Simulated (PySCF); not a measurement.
CH₆AlFGe.
Bonds: F1–Al2, Al2–C3, C3–Ge4. Hydrogens: H5 on Al2; H6, H7 on C3; H8, H9, H10 on Ge4.

Method: PBE0-D3(BJ)/def2-SVP geometry optimisation, gas phase (PySCF); density fitting, grid level 1; the optimiser is geomeTRIC in internal coordinates, started from a GFN2-xTB structure with every atom displaced at random (about 0.01 Å).

The end geometry, which sets the zero of energy:
```
atom  x, y, z in Å
F1      3.1465   -0.2816   -0.9464
Al2     1.7599    0.3362   -0.2503
C3      0.1078   -0.6744   -0.3941
Ge4    -1.4430    0.1689    0.4471
H5      1.9296    1.7263    0.4828
H6     -0.1203   -0.8554   -1.4598
H7      0.2525   -1.6734    0.0551
H8     -1.7005    1.5486   -0.1915
H9     -1.1729    0.3785    1.9508
H10    -2.7092   -0.6948    0.2857
```

Task: These geometries come from the run, each turned onto the end geometry. Order them by energy, lowest first.
A.
```
atom  x, y, z in Å
F1      3.2317   -0.1190   -0.8741
Al2     1.7397    0.3243   -0.2558
C3      0.0758   -0.7606   -0.4446
Ge4    -1.3557    0.1936    0.4413
H5      1.7596    1.6545    0.4834
H6     -0.1779   -0.9310   -1.4873
H7      0.2050   -1.7538    0.0199
H8     -1.6175    1.5390   -0.1728
H9     -1.1314    0.4136    1.9204
H10    -2.6789   -0.5815    0.3489
```
B.
```
atom  x, y, z in Å
F1      3.1466   -0.2752   -0.9394
Al2     1.7590    0.3439   -0.2472
C3      0.1096   -0.6989   -0.4111
Ge4    -1.4108    0.1771    0.4452
H5      1.8592    1.7256    0.4981
H6     -0.1303   -0.8692   -1.4755
H7      0.2541   -1.6910    0.0510
H8     -1.6768    1.5493   -0.1973
H9     -1.1608    0.3787    1.9500
H10    -2.6995   -0.6613    0.3054
```
C.
```
atom  x, y, z in Å
F1      3.1696   -0.2472   -0.9288
Al2     1.7530    0.3248   -0.2564
C3      0.1055   -0.6973   -0.4083
Ge4    -1.4211    0.1751    0.4456
H5      1.8545    1.7125    0.4915
H6     -0.1336   -0.8715   -1.4715
H7      0.2477   -1.6916    0.0499
H8     -1.6696    1.5550   -0.1981
H9     -1.1454    0.3814    1.9495
H10    -2.7102   -0.6622    0.3058
```

Result: C (0.003 eV), B (0.011 eV), A (0.131 eV).

In the order of the answer:

```tsv
step	E above end (eV)	largest force (eV/Å)	rms force component (eV/Å)	rms distance from end (Å)	rms bond change (Å)	bond most changed (Å)
2	0.003	0.11	0.035	0.037	0.001	Al2–C3 +0.003
1	0.011	0.43	0.120	0.033	0.006	Al2–C3 +0.016
0	0.131	1.34	0.463	0.119	0.033	Al2–H5 -0.059
```

The cost below is that of the whole optimisation. Time: 29 s wall; peak memory 0.43 GiB. Hardware: one thread, Arm Neoverse V1 (aarch64), shared host.
